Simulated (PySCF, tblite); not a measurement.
Compound: C7H4ClOP.
Geometry (GFN2-xTB, Å), atoms numbered from 1 in this order:
```xyz
14
C7H4ClOP angstrom
O      4.0516    0.9669    0.0980
C      3.2743    0.1048    0.0714
P      2.3727   -1.2708    0.0222
C      0.6989   -0.5404    0.0904
C     -0.3687   -1.4361    0.0657
C     -1.6721   -0.9823    0.1137
C     -1.9145    0.3808    0.1863
Cl    -3.5396    0.9603    0.2468
C     -0.8625    1.2850    0.2118
C      0.4388    0.8265    0.1645
H     -0.1733   -2.4974    0.0086
H     -2.4951   -1.6793    0.0951
H     -1.0622    2.3437    0.2686
H      1.2508    1.5379    0.1856
```

Level of theory: CAM-B3LYP/def2-SVPD in PySCF (dipole) on a GFN2-xTB geometry, gas phase.

Masses are those of the commonest isotopes; rigid-rotor values at the optimised geometry. The values belong to one conformer with, in the numbering `[O:1]=[C:2]=[P:3][c:4]1[cH:5][cH:6][c:7]([Cl:8])[cH:9][cH:10]1`, C2–P3–C4–C5 180°.

(1) What are A, B and C (MHz)?

(2) What kind of rotor is it?

(3) What does the inertial defect say?

(4) List the rotational levels J(Ka,Kc) to J = 2 (K).

(5) Which lines would a microwave search look for?

(6) Estimate the classical rotational partition function at 10 K, 298.15 K and 500 K.

Answers

(1) Ia = 164.10, Ib = 1129.58, Ic = 1293.68 u·Å²; 505379 MHz·u·Å²/I gives A = 3080, B = 447.4, C = 390.7 MHz.

(2) A near-prolate asymmetric top; Ray's κ = -0.958.

(3) Planar: Δ = Ic − Ia − Ib = 0.00 u·Å². For a rigid frame Δ = −2 Σ m c², so it vanishes when all atoms lie in the ab plane; here none is more than 0.01 Å from it.

(4) Above 0(0,0), as E/k:
J = 1: 1(0,1) 0.040, 1(1,1) 0.167, 1(1,0) 0.169
J = 2: 2(0,2) 0.121, 2(1,2) 0.244, 2(1,1) 0.252, 2(2,1) 0.631, 2(2,0) 0.631

(5) The dipole components are |μa| = 0.12 D, |μb| = 0.64 D, |μc| = 0.00 D; the mirror of this Cs structure is the ab plane, so μc vanishes by symmetry and there are no c-type lines. The squared components, which scale the intensities, stand as 0.04 : 1.00 (a : b). Some lines, for components of 0.1 D or more:

| type | branch | J(Ka,Kc) | MHz | lower level (cm⁻¹) |
| --- | --- | --- | --- | --- |
| a | R | 1(0,1) ← 0(0,0) | 838 | 0.000 |
| a | R | 2(1,2) ← 1(1,1) | 1619 | 0.116 |
| a | R | 2(0,2) ← 1(0,1) | 1675 | 0.028 |
| b | Q | 1(1,0) ← 1(0,1) | 2689 | 0.028 |
| b | Q | 2(1,1) ← 2(0,2) | 2747 | 0.084 |
| b | R | 1(1,1) ← 0(0,0) | 3470 | 0.000 |
| b | R | 2(1,2) ← 1(0,1) | 4252 | 0.028 |
| b | Q | 2(2,0) ← 2(1,1) | 7898 | 0.175 |
| b | Q | 2(2,1) ← 2(1,2) | 8067 | 0.170 |
| b | R | 2(2,1) ← 1(1,0) | 9630 | 0.118 |
| b | R | 2(2,0) ← 1(1,1) | 9687 | 0.116 |

(6) Point group Cs, symmetry number σ = 1; q = (√π/σ)·√((kT/h)³/(ABC)), k/h = 20836.6 MHz/K: 7270 at 10 K, 1180000 at 298.15 K, 2570000 at 500 K.

Its lowest GFN2-xTB frequency is 4 cm⁻¹, too small to tell a flat minimum from a shallow saddle. These are rigid-rotor constants of the computed structure; measured ground-state constants (B0) also hold zero-point vibration. Quadrupole hyperfine structure (35Cl) is left out.

The run took 70 s of wall time on Arm Neoverse V1, one thread, shared host with 32 logical CPUs at a one-minute load of 22, and the process peaked at 1.2 GiB of memory. This is the CAM-B3LYP/def2-SVPD job that gave the dipole, with the excitations it also computed.
